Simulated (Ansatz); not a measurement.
Reaction (formal exchange of groups at a C–Ge bond): `[NH2][GeH2][CH2]Cl` + `[GeH3][SeH]` → `Cl[CH2][GeH2][SeH]` + `[NH2][GeH3]`

Computed with Ansatz on PBE0-D4/def2-TZVP structures; ΔE is electronic, products minus reactants. CCSD(T)/CBS is the MP2 limit (def2-TZVPP, def2-QZVPP) plus CCSD(T) − MP2 in def2-TZVPP, frozen cores. For Ge, Se outer-core shells are correlated without core-valence functions, which leaves a few kJ/mol of doubt a bond. Scalar relativity is left out up to krypton. One conformer a species, not always the lowest.

```csv
species,CCSD(T)/CBS(def2) energy (Eh)
`[NH2][GeH2][CH2]Cl`,-2632.26445
`[GeH3][SeH]`,-4479.23116
`Cl[CH2][GeH2][SeH]`,-4977.67497
`[NH2][GeH3]`,-2133.81884
```

Task: Work out ΔE.

Result: ΔE = (-4977.67497) + (-2133.81884) − (-2632.26445) − (-4479.23116) = 0.00180 Eh = +4.7 kJ/mol.

Largest T1 diagnostic among the species: 0.011.
